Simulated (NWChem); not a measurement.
System: C$_{6}$H$_{7}$, doublet; SMILES [C]1=CC=CCC1

Parts of the log:

```
             Northwest Computational Chemistry Package (NWChem) 7.3.0
             --------------------------------------------------------

 C1  symmetry detected

                             Geometry "geometry" -> ""
                             -------------------------

 Output coordinates in angstroms (scale by  1.889725989 to convert to a.u.)

  No.       Tag          Charge          X              Y              Z
 ---- ---------------- ---------- -------------- -------------- --------------
    1 C                    6.0000    -1.41111733    -0.01722787     0.05696141
    2 C                    6.0000    -0.87412283    -1.20955122     0.11906414
    3 C                    6.0000     0.57924716    -1.30658940    -0.09475877
    4 C                    6.0000     1.32835018    -0.20931337    -0.07775826
    5 C                    6.0000     0.75052246     1.14124622     0.23232526
    6 C                    6.0000    -0.72601913     1.25077840    -0.21382542
    7 H                    1.0000    -1.42757976    -2.11846685     0.29125044
    8 H                    1.0000     0.99126971    -2.28674070    -0.28307673
    9 H                    1.0000     2.39793894    -0.25946981    -0.22606726
   10 H                    1.0000     1.33145337     1.93007252    -0.24927680
   11 H                    1.0000     0.81579094     1.29813745     1.31574456
   12 H                    1.0000    -0.79033313     1.45570438    -1.28924615
   13 H                    1.0000    -1.19970309     2.08470646     0.30862179

 Effective nuclear repulsion energy (a.u.)     210.9701503089

                                Z-matrix (autoz)
                                --------

 Units are Angstrom for bonds and degrees for angles

      Type          Name      I     J     K     L     M      Value
      ----------- --------  ----- ----- ----- ----- ----- ----------
    1 Stretch                  1     2                       1.30914
    2 Stretch                  1     6                       1.46647
    3 Stretch                  2     3                       1.47222
    4 Stretch                  2     7                       1.07800
    5 Stretch                  3     4                       1.32871
    6 Stretch                  3     8                       1.07978
    7 Stretch                  4     5                       1.50135
    8 Stretch                  4     9                       1.08099
    9 Stretch                  5     6                       1.54636
   10 Stretch                  5    10                       1.09164
   11 Stretch                  5    11                       1.09666
   12 Stretch                  6    12                       1.09666
   13 Stretch                  6    13                       1.09214
   14 Bend                     1     2     3               117.26318
   15 Bend                     1     2     7               124.39489
   16 Bend                     1     6     5               109.36359
   17 Bend                     1     6    12               108.37615
   18 Bend                     1     6    13               111.67128
   19 Bend                     2     1     6               127.20292
   20 Bend                     2     3     4               120.01826
   21 Bend                     2     3     8               117.50702
   22 Bend                     3     2     7               118.32428
   23 Bend                     3     4     5               121.90677
   24 Bend                     3     4     9               121.18259
   25 Bend                     4     3     8               122.46129
   26 Bend                     4     5     6               111.81586
   27 Bend                     4     5    10               110.73824
   28 Bend                     4     5    11               108.04899
   29 Bend                     5     4     9               116.80077
   30 Bend                     5     6    12               110.61969
   31 Bend                     5     6    13               109.28137
   32 Bend                     6     5    10               109.24865
   33 Bend                     6     5    11               109.37366
   34 Bend                    10     5    11               107.50544
   35 Bend                    12     6    13               107.51689
   36 Torsion                  1     2     3     4          13.17040
   37 Torsion                  1     2     3     8        -165.52949
   38 Torsion                  1     6     5     4          38.74746
   39 Torsion                  1     6     5    10         161.68863
   40 Torsion                  1     6     5    11         -80.89071
   41 Torsion                  2     1     6     5         -26.86522
   42 Torsion                  2     1     6    12          93.80407
   43 Torsion                  2     1     6    13        -147.94817
   44 Torsion                  2     3     4     5           3.52514
   45 Torsion                  2     3     4     9         179.59171
   46 Torsion                  3     2     1     6           0.46665
   47 Torsion                  3     4     5     6         -30.37324
   48 Torsion                  3     4     5    10        -152.46417
   49 Torsion                  3     4     5    11          90.04125
   50 Torsion                  4     3     2     7        -168.28987
   51 Torsion                  4     5     6    12         -80.54473
   52 Torsion                  4     5     6    13         161.26974
   53 Torsion                  5     4     3     8        -177.84155
   54 Torsion                  6     1     2     7        -177.97553
   55 Torsion                  6     5     4     9         153.39664
   56 Torsion                  7     2     3     8          13.01024
   57 Torsion                  8     3     4     9          -1.77498
   58 Torsion                  9     4     5    10          31.30571
   59 Torsion                  9     4     5    11         -86.18887
   60 Torsion                 10     5     6    12          42.39643
   61 Torsion                 10     5     6    13         -75.78910
   62 Torsion                 11     5     6    12         159.81710
   63 Torsion                 11     5     6    13          41.63156

                           NWChem Geometry Optimization
                           ----------------------------

 maximum gradient threshold         (gmax) =   0.000450
 rms gradient threshold             (grms) =   0.000300
 maximum cartesian step threshold   (xmax) =   0.001800
 rms cartesian step threshold       (xrms) =   0.001200
 fixed trust radius                (trust) =   0.300000
 source of zmatrix                         =   autoz

          -------------------
          Energy Minimization
          -------------------

 Using diagonal initial Hessian
 Scaling for Hessian diagonals: bonds = 1.00  angles = 0.25  torsions = 0.10

          --------
          Step   0

                                 NWChem DFT Module
                                 -----------------

 Summary of "ao basis" -> "ao basis" (spherical)
 ------------------------------------------------------------------------------
       Tag                 Description            Shells   Functions and Types
 ---------------- ------------------------------  ------  ---------------------
 C                          def2-svp                 6       14   3s2p1d
 H                          def2-svp                 3        5   2s1p

            General Information
            -------------------
          SCF calculation type: DFT
          Wavefunction type:  spin polarized.
          No. of atoms     :    13
          No. of electrons :    43
           Alpha electrons :    22
            Beta electrons :    21
          Charge           :     0
          Spin multiplicity:     2
          Use of symmetry is: off; symmetry adaption is: off
          Maximum number of iterations: 150
          AO basis - number of functions:   119
                     number of shells:    57
          Convergence on energy requested:  1.00D-06
          Convergence on density requested:  1.00D-05
          Convergence on gradient requested:  5.00D-04

              XC Information
              --------------
                         PBE0 Method XC Functional
                     Hartree-Fock (Exact) Exchange  0.250
          PerdewBurkeErnzerhof Exchange Functional  0.750
            Perdew 1991 LDA Correlation Functional  1.000 local
           PerdewBurkeErnz. Correlation Functional  1.000 non-local

             Grid Information
             ----------------
          Grid used for XC integration:  medium
          Radial quadrature: Mura-Knowles
          Angular quadrature: Lebedev.
          Tag              B.-S. Rad. Rad. Pts. Rad. Cut. Ang. Pts.
          ---              ---------- --------- --------- ---------
          C                   0.70       49          11.0       434
          H                   0.35       45          12.0       434
          Grid pruning is: on
          Number of quadrature shells:   609
          Spatial weights used:  Erf1

      Superposition of Atomic Density Guess
      -------------------------------------

 Sum of atomic energies:        -229.24381624

      Non-variational initial energy
      ------------------------------

 Total energy =    -233.561542
 1-e energy   =    -723.803882
 2-e energy   =     279.272189
 HOMO         =      -0.169071
 LUMO         =      -0.030074

[...]

      ----------------------
      Optimization converged
      ----------------------

  Step       Energy      Delta E   Gmax     Grms     Xrms     Xmax
  ---- ---------------- -------- -------- -------- -------- --------
@   16    -232.28700439 -1.2D-07  0.00003  0.00001  0.00046  0.00148
                                     ok       ok       ok       ok

                                Z-matrix (autoz)
                                --------

 Units are Angstrom for bonds and degrees for angles

[...]

 Rotational Constants
 --------------------
 A=   0.185168 cm-1  (  0.266409 K)
 B=   0.166377 cm-1  (  0.239375 K)
 C=   0.092976 cm-1  (  0.133769 K)

 Temperature                      =   298.15K
 frequency scaling parameter      =   1.0000

 Zero-Point correction to Energy  =   68.816 kcal/mol  (  0.109666 au)
 Thermal correction to Energy     =   72.049 kcal/mol  (  0.114817 au)
 Thermal correction to Enthalpy   =   72.641 kcal/mol  (  0.115761 au)

 Total Entropy                    =   72.107 cal/mol-K
   - Translational                =   39.000 cal/mol-K (mol. weight =  79.0548)
   - Rotational                   =   25.824 cal/mol-K (symmetry #  =        1)
   - Vibrational                  =    7.283 cal/mol-K

 Cv (constant volume heat capacity) =   19.640 cal/mol-K
   - Translational                  =    2.979 cal/mol-K
   - Rotational                     =    2.979 cal/mol-K
   - Vibrational                    =   13.681 cal/mol-K

[normal modes left out]

 ----------------------------------------------------------------------------
 Normal Eigenvalue ||           Projected Infra Red Intensities
  Mode   [cm**-1]  || [atomic units] [(debye/angs)**2] [(KM/mol)] [arbitrary]
 ------ ---------- || -------------- ----------------- ---------- -----------
    1       -0.000 ||    0.000319           0.007         0.311       0.514
    2       -0.000 ||    0.000194           0.004         0.189       0.311
    3        0.000 ||    0.000051           0.001         0.050       0.082
    4        0.000 ||    0.000006           0.000         0.006       0.010
    5        0.000 ||    0.000129           0.003         0.126       0.208
    6        0.000 ||    0.000086           0.002         0.084       0.139
    7      184.845 ||    0.000960           0.022         0.936       1.545
    8      324.844 ||    0.003237           0.075         3.156       5.209
    9      459.312 ||    0.000524           0.012         0.511       0.843
   10      487.602 ||    0.002746           0.063         2.677       4.418
   11      577.144 ||    0.002734           0.063         2.665       4.399
   12      682.075 ||    0.057752           1.332        56.300      92.925
   13      743.133 ||    0.010403           0.240        10.142      16.739
   14      837.520 ||    0.005492           0.127         5.354       8.838
   15      880.948 ||    0.000726           0.017         0.708       1.169
   16      937.073 ||    0.016825           0.388        16.402      27.072
   17      970.188 ||    0.000845           0.019         0.823       1.359
   18      984.353 ||    0.000710           0.016         0.692       1.142
   19      990.147 ||    0.000069           0.002         0.068       0.112
   20     1015.853 ||    0.001226           0.028         1.196       1.973
   21     1059.263 ||    0.002864           0.066         2.792       4.609
   22     1154.017 ||    0.001319           0.030         1.286       2.122
   23     1162.988 ||    0.004171           0.096         4.066       6.711
   24     1227.981 ||    0.007399           0.171         7.213      11.906
   25     1263.543 ||    0.004095           0.094         3.992       6.590
   26     1332.776 ||    0.002772           0.064         2.702       4.460
   27     1347.924 ||    0.004571           0.105         4.456       7.354
   28     1398.131 ||    0.001306           0.030         1.273       2.101
   29     1427.826 ||    0.005561           0.128         5.421       8.948
   30     1440.888 ||    0.006392           0.147         6.231      10.285
   31     1668.259 ||    0.006709           0.155         6.541      10.796
   32     1733.845 ||    0.001905           0.044         1.857       3.065
   33     3017.909 ||    0.018640           0.430        18.171      29.993
   34     3026.540 ||    0.027238           0.628        26.553      43.827
   35     3108.447 ||    0.011710           0.270        11.416      18.842
   36     3111.530 ||    0.011411           0.263        11.124      18.361
   37     3190.031 ||    0.002272           0.052         2.215       3.656
   38     3198.999 ||    0.005100           0.118         4.972       8.206
   39     3214.861 ||    0.011908           0.275        11.609      19.161
 ----------------------------------------------------------------------------
```

Level: PBE0/def2-SVP, spin-unrestricted. 

### Question
Reconstruct the input file.

### Answer
One answer among several that fit: the input that was run:
```
start job
memory heap 200 mb stack 900 mb global 1100 mb
geometry units angstroms
  C     -0.048064    -1.372088    -0.187226
  C      1.157517    -0.862719    -0.218411
  C      1.270610     0.604809    -0.186907
  C      0.214952     1.346168     0.131577
  C     -1.091763     0.731319     0.542070
  C     -1.318298    -0.641262    -0.133153
  H      2.062564    -1.444046    -0.289398
  H      2.224272     1.037270    -0.450401
  H      0.278559     2.424704     0.166870
  H     -1.924274     1.394044     0.298371
  H     -1.079839     0.603427     1.631186
  H     -1.686373    -0.511448    -1.158009
  H     -2.078849    -1.194939     0.421615
end
basis spherical
  * library def2-svp
end
dft
  odft
  mult 2
  xc pbe0
  iterations 150
end
driver
  maxiter 120
end
task dft optimize
task dft freq
```
